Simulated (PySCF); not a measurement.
## How methods differ on the excitation energy of Cr

Cr [Ar] 3d5 4s1 (7S) → Cr [Ar] 3d4 4s1 4p1 (high-spin determinant), as a difference of total energies. Computed with PySCF 2.14 in aug-cc-pVDZ-DK (7s6p4d2f, 59 functions), with scalar relativity by spin-free X2C-1e. Correlated levels: valence: [Ar] frozen. The calculations carry no spin-orbit coupling.

```json
{"method": "UHF", "excitation energy (eV)": "1.901"}
{"method": "MP2 (valence)", "excitation energy (eV)": "2.845"}
{"method": "SCS-MP2 (valence)", "excitation energy (eV)": "2.216"}
{"method": "CCSD (valence)", "excitation energy (eV)": "2.764"}
{"method": "CCSD(T) (valence)", "excitation energy (eV)": "2.797"}
```

How much does correlation contribute at CCSD(T) (valence)?

2.797 − (1.901) = 0.896 eV, measured against UHF.

The coupled-cluster amplitudes are large for the upper state (T1 above 0.03 or a double amplitude above 0.15), so a single reference is strained.

The determinant of the upper state mixes LS terms, which raises its energy above the lowest term, most at the Hartree-Fock and MP2 levels.
